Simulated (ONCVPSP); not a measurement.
## What one change does to a pseudopotential (arsenic, ONCV)

* Element: As
* Generator: ONCVPSP 4.0.1
* Type: optimised norm-conserving Vanderbilt (ONCV)
* Functional: PBE
* Relativity: non-relativistic
* Frozen core: [Ar]
* Valence charge: 15
* Reference configuration: 3d10 4s2 4p3
* Partial waves: 4s: rc 1.35 bohr, ncon 4, nbas 8, qcut 4.5 1/bohr, 2 projectors, debl 1.1 Ha; 4p: rc 1.50 bohr, ncon 3, nbas 8, qcut 4.8 1/bohr, 2 projectors, debl 0.9 Ha; 3d: rc 0.60 bohr, ncon 5, nbas 9, qcut 17.4 1/bohr, 2 projectors, debl 0.5 Ha
* Local potential: polynomial inside 0.45 bohr (lpopt 3, dvloc0 6 Ha)
* Core correction: Teter function, fcfact 2.25, rcfact 1.8

In the d channel the program set the typed energies aside and used -1.533, 0.250 Ha.

Change: p: qcut 5.2.

Cutoffs: the cutoffs (Ha) at which the residual kinetic energy of the hardest occupied pseudo-wave falls to 1 and 0.1 mHa per electron; they do not see the model core or the augmentation charge, which bear on the density cutoff. Errors are all-electron minus pseudo energies relative to the spin-unpolarised reference configuration.

Q: What does the change do?

A: The potential gets neither clearly harder nor softer (761 Ha and 863 Ha → 761 Ha and 863 Ha); both files keep a bound ghost (p, s); the errors of the 4 common tests hardly move.

```csv
quantity,base,changed
"cutoff, loose",761 Ha,761 Ha
"cutoff, tight",863 Ha,863 Ha
loose cutoff by channel,"s 14 Ha, p 8.3 Ha, d 761 Ha","s 14 Ha, p 8.5 Ha, d 761 Ha"
bound ghosts,"s, p","s, p"
GHOST(+) flags under 300 eV,none,none
"error for 3d10 4s2 4p2, meV [ΔE 9.18 eV]",-1.2,-1.4
"error for 3d10 4s2 4p1, meV [ΔE 27.11 eV]",-7.0,-7.5
"error for 3d10 4s2 4p0, meV [ΔE 54.78 eV]",-34,-35
"error for 3d10 4s2 4p2.5, meV [ΔE 3.57 eV]",-0.4,-0.5
s: phases at 1.37 bohr within 0.05 rad from the reference energy up to (Ha; the scan ends near 5),to the end of the scan,to the end of the scan
p: phases at 1.52 bohr within 0.05 rad from the reference energy up to (Ha; the scan ends near 5),to the end of the scan,to the end of the scan
d: phases at 0.61 bohr within 0.05 rad from the reference energy up to (Ha; the scan ends near 5),to the end of the scan,to the end of the scan
"rms error of d²Exc/dni dnj with the model core, mHa",2.57,2.57
```

 A true bound ghost makes a file unfit for plane-wave use even where its test errors are small: the radial tests pick states by their node count and pass the ghost by.
